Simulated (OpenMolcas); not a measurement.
## Nb2+: effect of the active space

```json
{"Program": "OpenMolcas 26.06", "Method": "SS-CASPT2 or its RAS form, IPEA 0.25 Eh, imaginary shift 0.1 Eh", "Basis": "ANO-RCC-VDZP", "Scalar Hamiltonian": "DKH2, point nucleus", "Spin-orbit coupling": "RASSI with atomic mean-field integrals over the reference wave functions, term energies averaged over their components"}
```

A. 3 electrons in 5 orbitals (4d); 2S+1 = 4 even, 10 roots; 2S+1 = 2 even, 40 roots; closed shells correlated: 4s 4p; CASPT2 step about 4 core-seconds
B. 3 electrons in 6 orbitals (4d 5s); 2S+1 = 4 even, 20 roots; 2S+1 = 2 even, 70 roots; closed shells correlated: 4s 4p; CASPT2 step roughly 21 core-seconds
C. 3 electrons in 9 orbitals (RAS2 4d 5s; RAS3 5p, at most 2 electrons); 2S+1 = 4 even, 20 roots; 2S+1 = 2 even, 70 roots kept (CI in the orbitals of an earlier block); 2S+1 = 4 odd, 42 roots; 2S+1 = 2 odd, 80 roots kept (CI in the orbitals of an earlier block); closed shells correlated: 4s 4p; CASPT2 step roughly 3 core-minutes

Energies in cm⁻¹ above 4d³ ⁴F_3/2, the measured ground level; measured values from the list in Shadmi, J. Res. Natl. Bur. Stand. 70A, 435 (1966).

| Level | A | B | C | Measured |
| --- | --- | --- | --- | --- |
| 4d³ ⁴F_3/2 | 0.0 | 0.0 | 0.0 | 0.0 |
| 4d³ ⁴F_5/2 | 542 | 561 | 563 | 516 |
| 4d³ ⁴F_7/2 | 1238 | 1280 | 1284 | 1177 |
| 4d³ ⁴F_9/2 | 2040 | 2110 | 2110 | 1939 |
| 4d³ ⁴P_1/2 | 9430 | 9330 | 9200 | 8664 |
| 4d³ ⁴P_3/2 | 9500 | 9290 | 9160 | 8608 |
| 4d³ ²G_7/2 | 10130 | 10400 | 10440 | 9236 |
| 4d³ ⁴P_5/2 | 10260 | 10280 | 10150 | 9594 |
| 4d³ ²G_9/2 | 10710 | 11020 | 11080 | 9804 |
| 4d³ ²P_1/2 | 13520 | 11830 | 11770 |  |
| 4d³ ²H_9/2 | 14000 | 14680 | 14810 | 12916 |
| 4d³ ²D_5/2(1) | 14210 | 14260 | 14260 | 13094 |
| 4d³ ²H_11/2 | 14340 | 15060 | 15200 | 13264 |
| 4d³ ²F_7/2 | 22200 | 21550 | 21560 | 19861 |
| 4d³ ²F_5/2 | 22440 | 21620 | 21610 | 19975 |
| 4d³ ²D_5/2(2) [64 %] | 34360 | 34980 | 34670 |  |

Deviations, from unrounded energies. A percentage is the sum of absolute deviations over the sum of measured energies, with the sign that they share, or ± where signs differ.

```csv
Against measurement,Levels,A,B,C
mean absolute deviation (cm-1),13,950,980,980
fine structure of the ground term (%),3,+5.3,+8.8,+9.1
other terms of the ground configuration (%),10,+9.8,+10.0,+10.0
```

A, B, C lie about equally close to measurement. The largest miss of A in the table is 4d³ ²F_5/2, by +2500 cm-1. The ranking rests on the paired levels alone, and a cruder setting can come out closer through cancelling errors.

The two smallest mean deviations differ by little beside CASPT2's spread within terms, so their order carries little weight.

Among A to C the level of the table that moves most is 4d³ ²P_1/2, by 1800 cm-1 (lowest in C, highest in A). Moves below CASPT2's spread within the term are not significant.

CASPT2 breaks the degeneracy within a term, and the mean is taken; among the terms shown or strongly mixed into the levels shown the widest spread is 1000 cm-1 (4d³ ²H, A). Levels of configurations with an s electron are missing; early in the row they begin among the upper levels of the d shell and mix with terms of their name (holds for A). The CASPT2 spread within a term exceeds the gap to the next term for 4d³ ²P and 4d³ ²D(1), 4d³ ²D(1) and 4d³ ²H, so the order of their levels is uncertain, and so are names and mixing where such terms share a J (holds for A). Configurations are named by rounded mean occupations; where the s occupation lies near a half they are strongly mixed, a name can repeat and a true partner stay unpaired (holds for B). Terms from blocks run as CI alone lack orbitals of their own (holds for C). Computed and measured levels are paired by configuration, term and J; levels that our copy of the source lacks, or whose pairing is in doubt (as where it misses far off the trend of its configuration), stay unpaired and out of the deviations. Only configurations of the active space appear. Levels that lie high or do not pair safely by name in every column are left out.

A share in square brackets marks a mixed level and gives the weight of the term that names it, the lowest over the columns. A number in round brackets counts repeated terms of one configuration in the order of the reference energies.
